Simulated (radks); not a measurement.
All-electron atom: Mo XI in [Ar] 3d10 4s2 4p2.

All-electron calculation, scalar-relativistic Kohn-Sham, LB94 model potential, spin-polarised, spherical densities, finite nucleus; open shells are filled with parallel spins first (spin-orbit coupling, left out, can overturn this in heavy ions); Fermi nuclear charge, rms radius 4.4091 fm. Program: a radial shooting solver on a logarithmic mesh with Libxc functionals.

Energy parts (Ry):
part                    energy
kinetic             8314.81885
electron-nucleus  -18953.98351
Hartree             2838.64109
(The LB94 potential has no energy functional, so no total or exchange-correlation energy is given.)

Orbitals (lengths in bohr, moments of r in powers of bohr):
| orbital | occ. | eigenvalue (Ry) | <r^4> | <r^2> |
|---|---|---|---|---|
| 1s down | 1 | -1480.105 | 7.143e-06 | 0.001662 |
| 1s up | 1 | -1480.103 | 7.144e-06 | 0.001662 |
| 2s up | 1 | -222.4492 | 0.001314 | 0.02766 |
| 2s down | 1 | -222.4285 | 0.001314 | 0.02767 |
| 2p up | 3 | -200.7791 | 0.0009385 | 0.02174 |
| 2p down | 3 | -200.7456 | 0.0009388 | 0.02174 |
| 3s up | 1 | -49.78702 | 0.06700 | 0.2088 |
| 3s down | 1 | -49.77178 | 0.06743 | 0.2094 |
| 3p up | 3 | -42.64748 | 0.07289 | 0.2125 |
| 3p down | 3 | -42.63715 | 0.07342 | 0.2133 |
| 3d up | 5 | -31.02186 | 0.07565 | 0.2000 |
| 3d down | 5 | -31.01978 | 0.07625 | 0.2009 |
| 4s up | 1 | -17.55808 | 1.804 | 1.125 |
| 4s down | 1 | -17.53244 | 1.754 | 1.108 |
| 4p up | 2 | -15.36004 | 2.330 | 1.270 |
| 4p down | 0 | -15.30809 | 2.267 | 1.250 |
| 4d up | 0 | -11.98069 | 3.753 | 1.587 |
| 4d down | 0 | -11.89706 | 3.667 | 1.563 |
| 5s up | 0 | -9.12756 | 20.03 | 3.844 |
| 5s down | 0 | -9.05546 | 20.29 | 3.872 |

The highest occupied level is 4p up at -208.98 eV. The electron density at the nucleus is 9.277e+04 e/bohr^3 (large components only). For comparison, the ionisation energy in NIST's Atomic Spectra Database is 209 eV (theoretical). In exact Kohn-Sham theory the highest level is minus the ionisation energy, but local and semilocal functionals leave it too shallow, through self-interaction and a potential that decays too fast; potentials with the right tail come closer. Spin moment in Bohr magnetons: 2.
